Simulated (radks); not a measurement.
Re22+, configuration [Kr] 4d10 4f7. Method: non-relativistic Kohn-Sham, TPSS, spin-polarised, spherical densities, point nucleus; open shells are filled with parallel spins first (spin-orbit coupling, left out, can overturn this in heavy ions); meta-GGA in the generalised Kohn-Sham scheme; relativity is left out, which matters for an element this heavy; computed with a radial shooting solver on a logarithmic mesh with Libxc functionals.

Unscreened Slater integrals over Kohn-Sham orbitals (eV). They are taken over the spin-up orbitals. Empty in this configuration: 5s.

integral    value
F0(4f,4f)  53.416
F2(4f,4f)  27.738
F4(4f,4f)  17.957
F6(4f,4f)  13.091
F0(4f,4d)  52.424
F2(4f,4d)  26.307
F4(4f,4d)  17.111
G1(4f,4d)  28.916
G3(4f,4d)  19.263
G5(4f,4d)  13.950
F0(4f,4p)  52.478
F2(4f,4p)  26.605
G2(4f,4p)  22.047
G4(4f,4p)  15.856
F0(4f,4s)  52.638
G3(4f,4s)  18.375
F0(4f,5s)  33.359
G3(4f,5s)  3.4431
F0(4d,4d)  52.152
F2(4d,4d)  26.771
F4(4d,4d)  18.111
F0(4d,4p)  52.174
F2(4d,4p)  26.993
G1(4d,4p)  33.630
G3(4d,4p)  21.447
F0(4d,4s)  52.297
G2(4d,4s)  25.973
F0(4d,5s)  33.288
G2(4d,5s)  3.3913
F0(4p,4p)  52.305
F2(4p,4p)  27.536
F0(4p,4s)  52.428
G1(4p,4s)  35.712
F0(4p,5s)  33.309
G1(4p,5s)  3.1206
F0(4s,4s)  52.572
F0(4s,5s)  33.335
G0(4s,5s)  2.2731
F0(5s,5s)  27.548

Derived for the open shells (J is the average intra-shell exchange parameter used in DFT+U). 4f: F4/F2 = 0.647, F6/F2 = 0.472, J = (286 F2 + 195 F4 + 250 F6)/6435 = 2.286 eV.
